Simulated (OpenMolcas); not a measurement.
## B, Al, Ga, In, Tl: ns2 np down the group

- Program: OpenMolcas
- Method: CASSCF
- Basis: ANO-R2
- Scalar Hamiltonian: X2C, finite nucleus
- Spin-orbit coupling: RASSI with atomic mean-field integrals over the reference wave functions, term energies averaged over their components

Active space for each ion: 1 electron in 3 orbitals (p).

Computed levels in cm-1 above 2P* 1/2:

```json
{"Level": "2P* 3/2", "B": "14.4", "Al": "92.5", "Ga": "701", "In": "1877", "Tl": "6379"}
{"Level": "weight of 2P* in the lowest level (%)", "B": "100", "Al": "100", "Ga": "100", "In": "100", "Tl": "100"}
```

Measured, with the error of the calculation in %. Measured levels: B, Al, Ga, In, Tl from NIST Handbook of Basic Atomic Spectroscopic Data.

| Level | B | Al | Ga | In | Tl |
| --- | --- | --- | --- | --- | --- |
| 2P* 3/2 | 15.3 (-5.7) | 112 (-17.4) | 826 (-15.1) | 2213 (-15.2) | 7793 (-18.1) |

The fine-structure level 2P* 3/2 changes by a factor of 443 from B to Tl.

With one active electron the reference holds no correlation, so core polarisation is missing. Measured partners are found by configuration, term and J. A level has none where our copy of the source lacks it or the pairing is in doubt (some pairs that miss far off the trend of their configuration count as doubtful), and it then counts in no deviation. Only configurations of the active space appear.

* marks odd parity.
